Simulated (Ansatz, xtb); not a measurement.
**BGeH5S: which of two structures lies lower**

Structure I: a singlet given by its coordinates. Structure II: `S[BH][GeH3]`, a singlet. Both are isolated molecules in the gas phase, relaxed with PBE-D3(BJ)/def2-SVP; the shapes shown needn't be the lowest conformers.

I (Å):

```yaml
atoms:
  - { symbol: B, position_ang: [-1.2152, -0.8318, 0.0742] }
  - { symbol: Ge, position_ang: [-0.0537, 0.5497, 1.8306] }
  - { symbol: S, position_ang: [-0.9142, -1.7077, 1.7834] }
  - { symbol: H, position_ang: [-2.3999, -0.6647, -0.1407] }
  - { symbol: H, position_ang: [-0.4892, -1.3403, -0.7553] }
  - { symbol: H, position_ang: [-2.1011, -1.4199, 2.3937] }
  - { symbol: H, position_ang: [1.3033, -0.0526, 1.2170] }
  - { symbol: H, position_ang: [-0.7871, 0.4328, 0.2005] }
```

Close contacts (Å): B1–Ge2 2.52, B1–S3 1.94, Ge2–S3 2.42, B1–H4 1.22, B1–H5 1.21, B1–H8 1.34, Ge2–H7 1.61, Ge2–H8 1.79, S3–H6 1.37.

II (Å):

```xyz
8

B    -0.8605   -0.6380   -0.2641
Ge   -0.1369   -0.7611    1.6621
S    -2.5669   -0.3773   -0.6745
H    -3.1016   -0.3060    0.5826
H    -0.1390   -0.7400   -1.2363
H     0.5525   -2.1294    1.9259
H     0.9267    0.3374    1.9432
H    -1.2772   -0.5955    2.7098
```

Estimate which is lower in electronic energy at CCSD(T)/def2-TZVP, and by roughly how much.

The CCSD(T)/def2-TZVP calculation puts structure II lower, by 0.251 eV.

Level by level:

| level | geometry | E(II) − E(I) (eV) | departure from the last row (eV) | job, with rough time for the two |
| --- | --- | --- | --- | --- |
| PBE-D3(BJ)/def2-SVP | PBE-D3(BJ)/def2-SVP | +0.023 | +0.274 | optimisation, 13 s |
| HF/def2-TZVP | PBE-D3(BJ)/def2-SVP | −0.642 | −0.391 | part of the CCSD(T) run |
| MP2/def2-TZVP | PBE-D3(BJ)/def2-SVP | −0.212 | +0.039 | part of the CCSD(T) run |
| CCSD(T)/def2-TZVP | PBE-D3(BJ)/def2-SVP | −0.251 |  | single point, 20 s |

PBE-D3(BJ)/def2-SVP puts the two in the other order. The largest departure from CCSD(T)/def2-TZVP is that of HF/def2-TZVP, 0.391 eV. Levels run at GFN2-xTB geometries aren't shown.

With harmonic frequencies from PBE-D3(BJ)/def2-SVP (ideal gas, rigid rotor, one conformer each, 298.15 K, 1 atm): on the last row, ΔE + ΔZPE = −0.323, ΔH = −0.303, ΔG = −0.358 eV.

The correlated steps freeze 15 core orbitals; the filled d shell of Ge is correlated, in a basis made for valence electrons. Mirror images aren't counted in ΔG. Codes used: Ansatz 0.2.0; the last row on 2 threads of Intel(R) Xeon(R) 6975P-C (Granite Rapids) on a shared host.
